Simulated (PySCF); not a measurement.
## Sc (scandium, neutral) across methods

[Ar] 3d3, high-spin 4F determinant (an excited configuration). All numbers are calculated (PySCF 2.14, scalar relativity by spin-free X2C-1e, in x2c-TZVPPall).

```
method  E (hartree)  mean ε 3p α (eV)  mean ε 3p β (eV)  mean ε 3d α (eV)  Σ⟨r²⟩ (bohr²)   ⟨S²⟩
M06-2X     -764.025           -34.634           -32.677            -2.479          43.32  3.750
   PBE     -763.842           -29.647           -28.191            -1.082          46.47  3.750
r2SCAN     -764.016           -30.459           -28.644            -1.030          45.50  3.751
  PBE0     -763.863           -32.223           -30.308            -1.735          44.82  3.751
 B97-3     -763.948           -32.401           -30.585            -1.692          45.44  3.750
  TPSS     -764.084           -29.865           -28.326            -0.982          46.10  3.750
   UHF   -763.10482           -39.577           -36.220            -3.617          43.19  3.752
  PW91     -764.085           -29.647           -28.195            -1.100          46.09  3.750
```

Problem. Estimate the same row for LDA.

Solution. E (hartree) = -762.079; mean ε 3p α (eV) = -29.634; mean ε 3p β (eV) = -28.231; mean ε 3d α (eV) = -1.116; Σ⟨r²⟩ (bohr²) = 46.14; ⟨S²⟩ = 3.750.
